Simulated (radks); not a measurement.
Results of a calculation; reference values are marked as such.
These are the eigenvalues of the occupied orbitals of an atom or ion with whole-number occupations (hartree). Code: a radial shooting solver on a logarithmic mesh with Libxc functionals. Model: scalar-relativistic Kohn-Sham, LB94 model potential, spin-polarised, spherical densities, finite nucleus; Fermi nuclear charge, rms radius of each element as measured or else 0.836 A^(1/3) + 0.57 fm.

orbital  eigenvalue
1s        -219.5193
2s        -49.18653

Which element is it, and in what charge state? The configuration may be excited. Open shells, if any, are filled with parallel spins first.

Answer. Z = 22, titanium, charge +18: Ti18+ in [He] 2s2. The 1s level, -219.52 hartree, gives Z - s = 21.0 by -(Z - s)^2/2, which with screening and relativity narrows Z to a few neighbours, and with so few levels the electron count can be read from the list.
